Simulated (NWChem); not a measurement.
System: MgH$_{2}$SO; SMILES [OH][Mg][SH]

The following NWChem deck was run.

```
start job
memory heap 200 mb stack 900 mb global 1100 mb
geometry units angstroms noautoz
  Mg     0.004309    -0.590693    -0.102728
  O     -0.193047    -2.374728    -0.185067
  H     -0.057746    -3.058820     0.477535
  S      0.249262     1.702314    -0.089860
  H     -1.031303     1.912881     0.298271
end
basis spherical
  * library aug-cc-pvdz
end
dft
  xc b3lyp
  iterations 150
end
tddft
  cis
  nroots 6
  notriplet
end
task tddft energy
```

Output (shortened):

```
             Northwest Computational Chemistry Package (NWChem) 7.3.0
             --------------------------------------------------------

 C1  symmetry detected

                             Geometry "geometry" -> ""
                             -------------------------

 Output coordinates in angstroms (scale by  1.889725989 to convert to a.u.)

  No.       Tag          Charge          X              Y              Z
 ---- ---------------- ---------- -------------- -------------- --------------
    1 Mg                  12.0000     0.02323264    -0.59143428     0.00078090
    2 O                    8.0000     0.01076460    -2.38704917    -0.06341950
    3 H                    1.0000     0.00935321    -3.04650394     0.63689976
    4 S                   16.0000     0.05746586     1.71438338    -0.00825532
    5 H                    1.0000    -1.29371552     1.80997464    -0.00682951

 Effective nuclear repulsion energy (a.u.)     107.1470881580

                                 NWChem DFT Module
                                 -----------------

 Summary of "ao basis" -> "ao basis" (spherical)
 ------------------------------------------------------------------------------
       Tag                 Description            Shells   Functions and Types
 ---------------- ------------------------------  ------  ---------------------
 Mg                       aug-cc-pvdz               11       27   5s4p2d
 O                        aug-cc-pvdz                9       23   4s3p2d
 H                        aug-cc-pvdz                5        9   3s2p
 S                        aug-cc-pvdz               11       27   5s4p2d

            General Information
            -------------------
          SCF calculation type: DFT
          Wavefunction type:  closed shell.
          No. of atoms     :     5
          No. of electrons :    38
           Alpha electrons :    19
            Beta electrons :    19
          Charge           :     0
          Spin multiplicity:     1
          Use of symmetry is: off; symmetry adaption is: off
          Maximum number of iterations: 150
          AO basis - number of functions:    95
                     number of shells:    41
          Convergence on energy requested:  1.00D-06
          Convergence on density requested:  1.00D-05
          Convergence on gradient requested:  5.00D-04

              XC Information
              --------------
                         B3LYP Method XC Potential
                     Hartree-Fock (Exact) Exchange  0.200
                        Slater Exchange Functional  0.800 local
                    Becke 1988 Exchange Functional  0.720 non-local
              Lee-Yang-Parr Correlation Functional  0.810
                  VWN I RPA Correlation Functional  0.190 local

             Grid Information
             ----------------
          Grid used for XC integration:  medium
          Radial quadrature: Mura-Knowles
          Angular quadrature: Lebedev.
          Tag              B.-S. Rad. Rad. Pts. Rad. Cut. Ang. Pts.
          ---              ---------- --------- --------- ---------
          Mg                  1.50       88          17.0       590
          O                   0.60       49          15.0       434
          H                   0.35       45          16.0       434
          S                   1.00       88          16.0       590
          Grid pruning is: on
          Number of quadrature shells:   315
          Spatial weights used:  Erf1

      Superposition of Atomic Density Guess
      -------------------------------------

 Sum of atomic energies:        -672.85265742

      Non-variational initial energy
      ------------------------------

 Total energy =    -673.193550
 1-e energy   =   -1145.783186
 2-e energy   =     365.442548
 HOMO         =      -0.333027
 LUMO         =      -0.090482

   convergence    iter        energy       DeltaE   RMS-Dens  Diis-err
 ---------------- ----- ----------------- --------- --------- ---------
 d= 0,ls=0.0,diis     1   -674.7413014645 -7.82D+02  2.17D-02  8.40D-01
 d= 0,ls=0.0,diis     2   -674.3960441705  3.45D-01  1.16D-02  4.09D+00
 d= 0,ls=0.0,diis     3   -674.8381764175 -4.42D-01  1.99D-03  3.35D-02
 d= 0,ls=0.0,diis     4   -674.8410480468 -2.87D-03  1.04D-03  9.04D-03
 d= 0,ls=0.0,diis     5   -674.8426371793 -1.59D-03  2.08D-04  2.74D-04
  Resetting Diis
 d= 0,ls=0.0,diis     6   -674.8426803152 -4.31D-05  3.62D-05  1.13D-05
 d= 0,ls=0.0,diis     7   -674.8426819851 -1.67D-06  1.50D-05  8.28D-07
 d= 0,ls=0.0,diis     8   -674.8426819209  6.42D-08  7.80D-06  1.66D-06

         Total DFT energy =     -674.842681920879
      One electron energy =    -1148.742703100250
           Coulomb energy =      418.384153674804
    Exchange-Corr. energy =      -51.631220653442
 Nuclear repulsion energy =      107.147088158009

 Numeric. integr. density =       37.999991857415

                       DFT Final Molecular Orbital Analysis
                       ------------------------------------

 Vector   17  Occ=2.000000D+00  E=-2.908405D-01
              MO Center= -1.6D-02, -9.7D-01, -3.7D-02, r^2= 4.7D+00
   Bfn.  Coefficient  Atom+Function         Bfn.  Coefficient  Atom+Function
  ----- ------------  ---------------      ----- ------------  ---------------
    32      0.402673  2 O  px                69      0.293031  4 S  py
    35      0.277131  2 O  px                72      0.205885  4 S  py
    34      0.197571  2 O  pz                33      0.188152  2 O  py
    31     -0.178604  2 O  s                 36      0.158164  2 O  py
    10     -0.146698  1 Mg py                 3     -0.124817  1 Mg s

 Vector   18  Occ=2.000000D+00  E=-2.898366D-01
              MO Center=  4.2D-02, -1.2D+00, -3.5D-02, r^2= 4.5D+00
   Bfn.  Coefficient  Atom+Function         Bfn.  Coefficient  Atom+Function
  ----- ------------  ---------------      ----- ------------  ---------------
    32      0.444984  2 O  px                35      0.304265  2 O  px
    69     -0.270632  4 S  py                72     -0.192766  4 S  py
    34     -0.170999  2 O  pz                33     -0.167255  2 O  py
    31      0.162616  2 O  s                 36     -0.141131  2 O  py
    10      0.130107  1 Mg py                 3      0.118481  1 Mg s

 Vector   19  Occ=2.000000D+00  E=-2.549262D-01
              MO Center=  1.3D-02,  1.6D+00, -7.9D-03, r^2= 1.8D+00
   Bfn.  Coefficient  Atom+Function         Bfn.  Coefficient  Atom+Function
  ----- ------------  ---------------      ----- ------------  ---------------
    70      0.524670  4 S  pz                73      0.468518  4 S  pz
    11      0.080254  1 Mg pz                76      0.077416  4 S  pz
    19      0.052917  1 Mg d -1              34     -0.031546  2 O  pz
    95      0.028777  5 H  pz

 Vector   20  Occ=0.000000D+00  E=-6.472533D-02
              MO Center= -7.7D-02, -4.6D-01,  1.5D-01, r^2= 7.5D+00
   Bfn.  Coefficient  Atom+Function         Bfn.  Coefficient  Atom+Function
  ----- ------------  ---------------      ----- ------------  ---------------
     4      0.657042  1 Mg s                  3      0.280912  1 Mg s
     5      0.261421  1 Mg s                 63     -0.223012  4 S  s
    69      0.185128  4 S  py                72      0.170642  4 S  py
    64     -0.167295  4 S  s                 30     -0.160100  2 O  s
    31     -0.134461  2 O  s                 62     -0.129398  4 S  s

[...]

                                NWChem TDDFT Module
                                -------------------

            General Information
            -------------------
           No. of orbitals :     190
            Alpha orbitals :      95
             Beta orbitals :      95
        Alpha frozen cores :       0
         Beta frozen cores :       0
     Alpha frozen virtuals :       0
      Beta frozen virtuals :       0
         Spin multiplicity :       1
    Number of AO functions :      95
        Use of symmetry is : off
      Symmetry adaption is : off
         Schwarz screening :  0.10D-07

              XC Information
              --------------
                  B3LYP Method XC Potential
              Hartree-Fock (Exact) Exchange   0.20
                 Slater Exchange Functional   0.80 local
             Becke 1988 Exchange Functional   0.72 non-local
       Lee-Yang-Parr Correlation Functional   0.81
           VWN I RPA Correlation Functional   0.19 local

             TDDFT Information
             -----------------
          Calculation type : Tamm-Dancoff TDDFT
         Wavefunction type : Restricted singlets
          No. of electrons :      38
           Alpha electrons :      19
            Beta electrons :      19
              No. of roots :       6
          Max subspacesize :    5200
            Max iterations :     100
               Target root :       1
           Target symmetry : none
      Symmetry restriction : off
                 Algorithm : Optimal
        Davidson threshold :  0.10D-03

    6 smallest eigenvalue differences (eV)
--------------------------------------------------------
  No. Spin  Occ  Vir  Irrep   E(Occ)    E(Vir)   E(Diff)
--------------------------------------------------------
    1    1   19   20 a        -0.255    -0.065     5.176
    2    1   18   20 a        -0.290    -0.065     6.126
    3    1   17   20 a        -0.291    -0.065     6.153
    4    1   19   21 a        -0.255    -0.015     6.541
    5    1   16   20 a        -0.309    -0.065     6.646
    6    1   19   22 a        -0.255    -0.010     6.668
--------------------------------------------------------

  Entering Davidson iterations
  Restricted singlet excited states

  Iter   NTrls   NConv    DeltaV     DeltaE      Time
  ----  ------  ------  ---------  ---------  ---------
    1      6       0     0.99E-01   0.10+100       18.4
    2     12       0     0.29E-01   0.25E-01       18.5
    3     18       0     0.20E-01   0.57E-02       18.5
    4     24       1     0.59E-02   0.15E-02       18.5
    5     29       2     0.20E-02   0.11E-03       18.1
    6     33       4     0.58E-03   0.13E-04       17.8
    7     35       5     0.16E-03   0.90E-06       17.1
    8     36       6     0.75E-04   0.77E-07       16.7
  ----  ------  ------  ---------  ---------  ---------
  Convergence criterion met

  Ground state a        -674.842681920879 a.u.

  ----------------------------------------------------------------------------
  Root   1 singlet a              0.155029615 a.u.                4.2186 eV
  ----------------------------------------------------------------------------
     Transition Moments    X -0.00179   Y  0.05662   Z -0.64596
     Dipole Oscillator Strength                    0.0434573005
     Electric Quadrupole                           0.0000000302
     Magnetic Dipole                               0.0000001753
     Total Oscillator Strength                     0.0434575060

     Occ.   19  a   ---  Virt.   20  a        0.99548
  ----------------------------------------------------------------------------
  Root   2 singlet a              0.186532966 a.u.                5.0758 eV
  ----------------------------------------------------------------------------
     Transition Moments    X -0.55839   Y  0.05772   Z  0.00543
     Dipole Oscillator Strength                    0.0391924223
     Electric Quadrupole                           0.0000001822
     Magnetic Dipole                               0.0000006236
     Total Oscillator Strength                     0.0391932282

     Occ.   17  a   ---  Virt.   20  a        0.63486
     Occ.   18  a   ---  Virt.   20  a        0.76331
  ----------------------------------------------------------------------------
  Root   3 singlet a              0.197649218 a.u.                5.3783 eV
  ----------------------------------------------------------------------------
     Transition Moments    X  0.08905   Y  0.94718   Z  0.31279
     Dipole Oscillator Strength                    0.1321505852
     Electric Quadrupole                           0.0000000665
     Magnetic Dipole                               0.0000001990
     Total Oscillator Strength                     0.1321508508

     Occ.   16  a   ---  Virt.   20  a       -0.23651
     Occ.   16  a   ---  Virt.   23  a       -0.08042
     Occ.   17  a   ---  Virt.   20  a       -0.70125
     Occ.   17  a   ---  Virt.   21  a        0.07447
     Occ.   18  a   ---  Virt.   20  a        0.57449
     Occ.   18  a   ---  Virt.   21  a        0.11427
     Occ.   19  a   ---  Virt.   22  a       -0.23596
     Occ.   19  a   ---  Virt.   23  a        0.13544
     Occ.   19  a   ---  Virt.   25  a       -0.06633
     Occ.   19  a   ---  Virt.   26  a        0.07690
  ----------------------------------------------------------------------------
  Root   4 singlet a              0.204130058 a.u.                5.5547 eV
  ----------------------------------------------------------------------------
     Transition Moments    X -0.00309   Y -0.00858   Z -0.02520
     Dipole Oscillator Strength                    0.0000977231
     Electric Quadrupole                           0.0000000558
     Magnetic Dipole                               0.0000001504
     Total Oscillator Strength                     0.0000979293

     Occ.   19  a   ---  Virt.   21  a        0.94884
     Occ.   19  a   ---  Virt.   22  a       -0.07846
     Occ.   19  a   ---  Virt.   23  a       -0.13842
     Occ.   19  a   ---  Virt.   24  a       -0.21614
     Occ.   19  a   ---  Virt.   25  a        0.12183
     Occ.   19  a   ---  Virt.   26  a        0.06093
  ----------------------------------------------------------------------------
  Root   5 singlet a              0.210597770 a.u.                5.7307 eV
  ----------------------------------------------------------------------------
     Transition Moments    X -0.11617   Y -0.12971   Z  0.38363
     Dipole Oscillator Strength                    0.0249197151
     Electric Quadrupole                           0.0000001902
     Magnetic Dipole                               0.0000001704
     Total Oscillator Strength                     0.0249200757

     Occ.   16  a   ---  Virt.   20  a       -0.86617
     Occ.   17  a   ---  Virt.   20  a        0.08384
     Occ.   17  a   ---  Virt.   21  a        0.08494
     Occ.   18  a   ---  Virt.   20  a       -0.06578
     Occ.   18  a   ---  Virt.   21  a        0.07277
     Occ.   19  a   ---  Virt.   22  a        0.40670
     Occ.   19  a   ---  Virt.   23  a       -0.12367
     Occ.   19  a   ---  Virt.   24  a        0.06634
     Occ.   19  a   ---  Virt.   25  a        0.11312
     Occ.   19  a   ---  Virt.   26  a       -0.09815
  ----------------------------------------------------------------------------
  Root   6 singlet a              0.216540634 a.u.                5.8924 eV
  ----------------------------------------------------------------------------
     Transition Moments    X  0.01491   Y  0.14400   Z  0.23896
     Dipole Oscillator Strength                    0.0112685669
     Electric Quadrupole                           0.0000001513
     Magnetic Dipole                               0.0000001834
     Total Oscillator Strength                     0.0112689017

     Occ.   16  a   ---  Virt.   20  a        0.14845
     Occ.   19  a   ---  Virt.   21  a        0.18647
     Occ.   19  a   ---  Virt.   22  a        0.47096
     Occ.   19  a   ---  Virt.   23  a        0.71648
     Occ.   19  a   ---  Virt.   24  a        0.33571
     Occ.   19  a   ---  Virt.   25  a        0.10694
     Occ.   19  a   ---  Virt.   26  a        0.13130
     Occ.   19  a   ---  Virt.   27  a       -0.22527
     Occ.   19  a   ---  Virt.   28  a       -0.05843

              Target root =      1
          Target symmetry = none
      Ground state energy =   -674.842681920879
        Excitation energy =      0.155029614698
     Excited state energy =   -674.687652306182

  stored tddft:energy   -674.68765230618158
```

Level: B3LYP/aug-cc-pVDZ, TDA. All runs use the structure optimised with B3LYP/6-31G* (spherical d).
